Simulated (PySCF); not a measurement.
How methods differ on the excitation energy of Ar⁺

Ar⁺ [Ne] 3s2 3p5 (2P) → Ar⁺ [Ne] 3s1 3p6 (2S), as a difference of total energies. Computed with PySCF 2.14 in ANO-RCC-VTZP, with the spin-free X2C one-electron Hamiltonian (Gaussian nucleus). Correlated levels: valence and next inner shell: 1s2 frozen. The calculations carry no spin-orbit coupling.

| method | excitation energy (cm⁻¹) |
| --- | --- |
| UHF | 151490 |
| MP2 (valence and next inner shell) | 128390 |
| SCS-MP2 (valence and next inner shell) | 126090 |
| CCSD (valence and next inner shell) | 117540 |
| CCSD(T) (valence and next inner shell) | 111540 |

Errors of the correlated levels include the incompleteness of this basis and the frozen core.

The coupled-cluster amplitudes are large for the upper state (T1 above 0.03 or a double amplitude above 0.15), so a single reference is strained.

Which method comes closest to the reference value, and which is furthest?

The reference is 108240 cm⁻¹ (measured; NIST levels, between the centres of gravity of the two terms). Closest: CCSD(T) (valence and next inner shell) (error 3298.5 cm⁻¹); furthest: UHF (error 43244 cm⁻¹).
